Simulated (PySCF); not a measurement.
Structure with atom numbers: `[CH3:1][C:2]([CH3:3])([CH3:4])[c:5]1[cH:6][cH:7][cH:8][n:9][cH:10]1` (H(Xn): hydrogen on atom n).

GIAO PBE0/pcSseg-1 shifts (PySCF, gas phase, non-relativistic, equivalent atoms averaged), each against references optimised in the same way as the molecule (TMS, NH3).

On the GFN2-xTB geometry: C10 155.5, C8 152.7, C5 150.7, C6 136.3, C7 127.9, C2 35.4, C1/C3/C4 32.9, N9 359.6, H(C10) 9.17, H(C8) 8.82, H(C6) 7.75, H(C7) 7.37, H(C1)/H(C3)/H(C4) 1.37 ppm.

Task: What changes on the PBE0-D3(BJ)/def2-SVP geometry?

Result: 
| atoms | δ (ppm) | change |
| --- | --- | --- |
| C10 | 155.7 | +0.2 |
| C8 | 152.6 | -0.1 |
| C5 | 150.3 | -0.4 |
| C6 | 136.0 | -0.3 |
| C7 | 127.5 | -0.4 |
| C2 | 33.9 | -1.5 |
| C1/C3/C4 | 32.5 | -0.4 |
| N9 | 361.0 | +1.4 |
| H(C10) | 8.98 | -0.19 |
| H(C8) | 8.62 | -0.20 |
| H(C6) | 7.56 | -0.19 |
| H(C7) | 7.16 | -0.21 |
| H(C1)/H(C3)/H(C4) | 1.30 | -0.07 |

Bonds between heavy atoms that differ most (equivalent bonds averaged): C2–C5 1.518 → 1.528 Å, C10–C5 1.396 → 1.405 Å, C8–N9 1.322 → 1.331 Å, N9–C10 1.319 → 1.327 Å, C6–C7 1.386 → 1.394 Å. Mean change of bonds to hydrogen: C–H +0.013 Å.
